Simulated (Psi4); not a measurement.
AlCl2 (SMILES [Cl][Al][Cl]), doublet, at a GFN2-xTB geometry (such geometries of metal compounds can be far from the true shape); R2SCAN/cc-pVDZ (Psi4 1.11).

Here is a job for Psi4.
```
memory 2 GB

molecule {
0 2
  Al    0.00160221    0.63542259    0.02351302
  Cl    1.85128917   -0.24859337    0.01717242
  Cl   -1.85251440   -0.23731802   -0.03515296
}

set basis cc-pvdz
set reference uks

energy('r2scan')
print_variables()
```

It wrote (shortened):

```
   => Loading Basis Set <=

    Name: CC-PVDZ
    Role: ORBITAL
    Keyword: BASIS

         ---------------------------------------------------------
                                   SCF
               by Justin Turney, Rob Parrish, Andy Simmonett
                          and Daniel G. A. Smith
                              UKS Reference
         ---------------------------------------------------------

  ==> Geometry <==

    Molecular point group: c2v
    Full point group: C2v

    Geometry (in Angstrom), charge = 0, multiplicity = 2:

       Center              X                  Y                   Z               Mass
    ------------   -----------------  -----------------  -----------------  -----------------
         AL           0.000000000000     0.000000000000     0.634280650119    26.981538530000
         CL           1.852095162516     0.000000000000    -0.244701591380    34.968852682000
         CL          -1.852095162516    -0.000000000000    -0.244701591380    34.968852682000

  Running in c2v symmetry.

  Rotational constants: A =      1.12065  B =      0.07027  C =      0.06612 [cm^-1]
  Rotational constants: A =  33596.10466  B =   2106.58615  C =   1982.29005 [MHz]
  Nuclear repulsion =  155.377070838554232

  Charge       = 0
  Multiplicity = 2
  Electrons    = 47
  Nalpha       = 24
  Nbeta        = 23

  ==> Algorithm <==

  SCF Algorithm Type is DF.
  DIIS enabled.
  MOM disabled.
  Fractional occupation disabled.
  Guess Type is SAD.
  Energy threshold   = 1.00e-06
  Density threshold  = 1.00e-06
  Integral threshold = 1.00e-12

  ==> Primary Basis <==

  Basis Set: CC-PVDZ
    Blend: CC-PVDZ
    Number of shells: 24
    Number of basis functions: 54
    Number of Cartesian functions: 57
    Spherical Harmonics?: true
    Max angular momentum: 2

  ==> DFT Potential <==

   => LibXC <=

    Version 7.1.2
    S. Lehtola, C. Steigemann, M. J. T. Oliveira, and M. A. L. Marques,  SoftwareX 7, 1–5 (2018) (10.1016/j.softx.2017.11.002)

   => Composite Functional: R2SCAN <=

    r2SCAN Meta-GGA XC Functional  (0.1021/acs.jpclett.0c02405)
    J. W. Furness, A. D. Kaplan, J. Ning, J. P. Perdew, J. Sun  J. Phys. Chem. Lett.  11, 8208–8215, 2020

    Deriv               =              1
    GGA                 =           TRUE
    Meta                =           TRUE

    Exchange Hybrid     =          FALSE
    MP2 Hybrid          =          FALSE

   => Exchange Functionals <=

    1.0000   XC_MGGA_X_R2SCAN

   => Correlation Functionals <=

    1.0000   XC_MGGA_C_R2SCAN

   => LibXC Density Thresholds  <==

    XC_MGGA_C_R2SCAN:  1.00E-15
    XC_MGGA_X_R2SCAN:  1.00E-11

   => Molecular Quadrature <=

    Radial Scheme          =       TREUTLER
    Pruning Scheme         =           NONE
    Nuclear Scheme         =       TREUTLER

    Blocking Scheme        =         OCTREE
    BS radius alpha        =              1
    Pruning alpha          =              1
    Radial Points          =             75
    Spherical Points       =            302
    Total Points           =          64086
    Total Blocks           =            574
    Max Points             =            255
    Max Functions          =             54
    Weights Tolerance      =       1.00E-15

   => Loading Basis Set <=

    Name: (CC-PVDZ AUX)
    Role: JKFIT
    Keyword: DF_BASIS_SCF

  ==> Integral Setup <==

  SCF_SUBTYPE=INCORE selected. In-core MEM_DF algorithm will be used.
  Using in-core AOs.

  ==> MemDFJK: Density-Fitted J/K Matrices <==

    J tasked:                   Yes
    K tasked:                    No
    wK tasked:                   No
    Algorithm:                 Core
    Schwarz Cutoff:           1E-12
    Mask sparsity (%):       0.0000
    Fitting Condition:        1E-10

   => Auxiliary Basis Set <=

  Basis Set: (CC-PVDZ AUX)
    Blend: CC-PVDZ-JKFIT
    Number of shells: 108
    Number of basis functions: 336
    Number of Cartesian functions: 390
    Spherical Harmonics?: true
    Max angular momentum: 3
[...]

  ==> Pre-Iterations <==

  SCF Guess: Superposition of Atomic Densities via on-the-fly atomic UHF (no occupation information).

   -------------------------
    Irrep   Nso     Nmo
   -------------------------
     A1        22      22
     A2         6       6
     B1        17      17
     B2         9       9
   -------------------------
    Total      54      54
   -------------------------

  ==> Iterations <==

                           Total Energy        Delta E     RMS |[F,P]|

   @DF-UKS iter SAD: -1162.69785261214633   -1.16270e+03   0.00000e+00
   @DF-UKS iter   1: -1162.78293023249989   -8.50776e-02   1.07883e-02 DIIS/ADIIS
   @DF-UKS iter   2: -1162.78886208165295   -5.93185e-03   1.03131e-02 DIIS/ADIIS
   @DF-UKS iter   3: -1162.84222478876814   -5.33627e-02   1.67970e-03 DIIS/ADIIS
   @DF-UKS iter   4: -1162.84396121666350   -1.73643e-03   2.69278e-04 DIIS/ADIIS
   @DF-UKS iter   5: -1162.84400705335315   -4.58367e-05   4.48254e-05 DIIS
   @DF-UKS iter   6: -1162.84400826603633   -1.21268e-06   1.60099e-05 DIIS
   @DF-UKS iter   7: -1162.84400841388924   -1.47853e-07   2.38179e-06 DIIS
   @DF-UKS iter   8: -1162.84400842039099   -6.50175e-09   2.84349e-07 DIIS
  Energy and wave function converged.

  ==> Post-Iterations <==

   Electrons on quadrature grid:
      Nalpha   =   24.0000163182 ; deviation = 1.632e-05
      Nbeta    =   23.0000164386 ; deviation = 1.644e-05
      Ntotal   =   47.0000327568 ; deviation = 3.276e-05

   @Spin Contamination Metric:   2.642142569E-03
   @S^2 Expected:                7.500000000E-01
   @S^2 Observed:                7.526421426E-01
   @S   Expected:                5.000000000E-01
   @S   Observed:                5.000000000E-01

    Orbital Energies [Eh]
    ---------------------

    Alpha Occupied:

[...]
    Alpha Virtual:

[...]
    Beta Occupied:

[...]
    Beta Virtual:

[...]
      17B1     1.267678

    Final Occupation by Irrep:
             A1    A2    B1    B2
    DOCC [    10,    2,    8,    3 ]
    SOCC [     1,    0,    0,    0 ]
    NA   [    11,    2,    8,    3 ]
    NB   [    10,    2,    8,    3 ]

  @DF-UKS Final Energy: -1162.84400842039099

   => Energetics <=

    Nuclear Repulsion Energy =            155.3770708385542321
    One-Electron Energy =               -1917.5420552708437754
    Two-Electron Energy =                 674.4832003633174509
    DFT Exchange-Correlation Energy =     -75.1622243514186579
    Empirical Dispersion Energy =           0.0000000000000000
    VV10 Nonlocal Energy =                  0.0000000000000000
    Total Energy =                      -1162.8440084203909919

  UHF NO Occupations:
  HONO-2 :   10 A1 1.9994306
  HONO-1 :    3 B2 1.9993691
  HONO-0 :   11 A1 1.0000000
  LUNO+0 :    4 B2 0.0006309
  LUNO+1 :   12 A1 0.0005694
  LUNO+2 :    9 B1 0.0000613
  LUNO+3 :   13 A1 0.0000197

Computation Completed

Properties will be evaluated at   0.000000,   0.000000,   0.000000 [a0]

Properties computed using the SCF density matrix

 Multipole Moments:

 ------------------------------------------------------------------------------------
     Multipole            Electronic (a.u.)      Nuclear  (a.u.)        Total (a.u.)
 ------------------------------------------------------------------------------------

 L = 1.  Multiply by 2.5417464519 to convert [e a0] to [Debye]
 Dipole X            :          0.0000000            0.0000000            0.0000000
 Dipole Y            :          0.0000000            0.0000000            0.0000000
 Dipole Z            :          0.4221652           -0.1402284            0.2819368
 Magnitude           :                                                    0.2819368

 ------------------------------------------------------------------------------------

  Variable Map:
  ----------------------------------------------------------------------------
[...]
  Array Variable Map:
  ----------------------------------------------------------------------------
[...]
[...]
```
